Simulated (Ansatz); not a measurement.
`N[SiH](Cl)[Si](N)(Cl)Cl` + H–F → `N[SiH](F)[Si](N)(Cl)Cl` + HCl  (ligand exchange at the Si–Cl bond)

Gas-phase electronic energies from Ansatz, PBE0-D4/def2-TZVP geometries. CBS: MP2 limit from def2 TZ/QZ plus the TZ coupled-cluster correction, frozen cores. This one scheme is used for every species. DFT in def2-TZVPP. B3LYP here is the variant with VWN-RPA as its local correlation; programs differ in this. Each species was taken in one conformer, which may not be the lowest.

`N[SiH](Cl)[Si](N)(Cl)Cl`:

```xyz
12

N     0.210   -2.112   -0.962
Si    0.188   -0.426   -1.133
Cl    2.050    0.477   -1.411
Si   -0.569    0.496    0.869
N    -0.072    2.106    1.000
Cl   -2.609    0.465    1.060
Cl    0.154   -0.759    2.357
H     0.509   -2.534   -0.097
H     0.327   -2.729   -1.749
H    -0.595   -0.078   -2.339
H     0.859    2.364    0.711
H    -0.452    2.730    1.694
```

H–F:

Z-matrix (Å, degrees):
```
F
H 1 0.920
```

`N[SiH](F)[Si](N)(Cl)Cl`:

```xyz
12

N    -0.544   -1.311   -1.821
Si    0.282   -1.161   -0.354
F    -0.360   -1.979    0.879
Si    0.153    1.077    0.302
N     0.320    1.224    1.981
Cl    1.604    2.243   -0.560
Cl   -1.649    1.798   -0.443
H    -0.414   -2.082   -2.454
H    -1.370   -0.773   -2.024
H     1.649   -1.705   -0.522
H     0.462    2.114    2.430
H    -0.133    0.555    2.585
```

HCl:

Z-matrix (Å, degrees):
```
Cl
H 1 1.279
```

```json
{"level": "PBE-D4", "ΔE (kJ/mol)": "-29.3", "difference from CCSD(T)/CBS": "4.7"}
{"level": "r2SCAN-D4", "ΔE (kJ/mol)": "-37.4", "difference from CCSD(T)/CBS": "-3.4"}
{"level": "PBE0-D4", "ΔE (kJ/mol)": "-28.7", "difference from CCSD(T)/CBS": "5.3"}
{"level": "B3LYP-D4", "ΔE (kJ/mol)": "-38.4", "difference from CCSD(T)/CBS": "-4.4"}
{"level": "ωB97X-V", "ΔE (kJ/mol)": "-39.5", "difference from CCSD(T)/CBS": "-5.5"}
{"level": "ωB97M-V", "ΔE (kJ/mol)": "-37.9", "difference from CCSD(T)/CBS": "-3.9"}
{"level": "B2PLYP", "ΔE (kJ/mol)": "-43.0", "difference from CCSD(T)/CBS": "-9.0"}
{"level": "PBE", "ΔE (kJ/mol)": "-34.8", "difference from CCSD(T)/CBS": "-0.8"}
{"level": "r2SCAN", "ΔE (kJ/mol)": "-38.8", "difference from CCSD(T)/CBS": "-4.8"}
{"level": "PBE0", "ΔE (kJ/mol)": "-33.7", "difference from CCSD(T)/CBS": "0.3"}
{"level": "B3LYP", "ΔE (kJ/mol)": "-47.3", "difference from CCSD(T)/CBS": "-13.3"}
{"level": "HF/def2-TZVPP", "ΔE (kJ/mol)": "-51.8", "difference from CCSD(T)/CBS": "-17.8"}
{"level": "MP2/def2-TZVPP", "ΔE (kJ/mol)": "-31.7", "difference from CCSD(T)/CBS": "2.3"}
{"level": "SCS-MP2/def2-TZVPP", "ΔE (kJ/mol)": "-38.8", "difference from CCSD(T)/CBS": "-4.8"}
{"level": "CCSD/def2-TZVPP", "ΔE (kJ/mol)": "-41.6", "difference from CCSD(T)/CBS": "-7.6"}
{"level": "CCSD(T)/def2-TZVPP", "ΔE (kJ/mol)": "-38.5", "difference from CCSD(T)/CBS": "-4.5"}
{"level": "HF/def2-QZVPP", "ΔE (kJ/mol)": "-53.5", "difference from CCSD(T)/CBS": "-19.5"}
{"level": "MP2/def2-QZVPP", "ΔE (kJ/mol)": "-29.7", "difference from CCSD(T)/CBS": "4.3"}
{"level": "SCS-MP2/def2-QZVPP", "ΔE (kJ/mol)": "-36.8", "difference from CCSD(T)/CBS": "-2.8"}
{"level": "HF/CBS(def2)", "ΔE (kJ/mol)": "-53.8", "difference from CCSD(T)/CBS": "-19.8"}
{"level": "MP2/CBS(def2)", "ΔE (kJ/mol)": "-27.1", "difference from CCSD(T)/CBS": "6.9"}
{"level": "CCSD/CBS(def2)", "ΔE (kJ/mol)": "-37.0", "difference from CCSD(T)/CBS": "-3.0"}
{"level": "CCSD(T)/CBS", "ΔE (kJ/mol)": "-34.0", "difference from CCSD(T)/CBS": "0"}
```

Largest T1 diagnostic among the species: 0.011.

The D4 term adds +9.0 kJ/mol with B3LYP and +5.0 kJ/mol with PBE0; it sums over pairs of atoms, weighted by their polarisabilities, and B3LYP, whose exchange is more repulsive, gets the larger term. In def2-TZVPP, CCSD(T) changes the Hartree–Fock value by +13.2 kJ/mol (the triples alone add +3.0 kJ/mol) and MP2 by +20.1 kJ/mol.
